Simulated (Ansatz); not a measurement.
FH$_{4}$N$_{2}$Si (`[NH][SiH](N)F`) radical. Charge 0, multiplicity 2.

Z-matrix (Å, degrees):
```
Si
N 1 1.693
F 1 1.601 2 112.9
N 1 1.736 2 109.9 3 120.5
H 1 1.474 2 108.0 3 -118.3
H 2 1.005 1 124.8 3 -70.4
H 2 1.005 1 122.2 3 112.2
H 4 1.022 1 115.2 2 -72.9
```

(1) List the harmonic frequencies (cm⁻¹, unscaled) at PBE0-D4/def2-TZVP in Ansatz. (An estimate is asked.)

(2) Is this a minimum?

(3) Give the ideal-gas thermochemistry at 298.15 K and 1 bar (rigid rotor, harmonic oscillator; point group C1, symmetry number 1).

## Answers

(1) Ansatz gave: 133, 209, 254, 272, 324, 340, 689, 723, 833, 856, 878, 903, 950, 1577, 2292, 3498, 3628, 3727.

(2) Yes, all 18 modes are real.

(3) Zero-point energy 132.1 kJ/mol; H(298) − E = 151.1 kJ/mol; entropy 324.6 J/(mol·K), of which translation 163.4, rotation 104.8, vibration 50.6, electronic 5.8; G(298) − E = 54.3 kJ/mol.
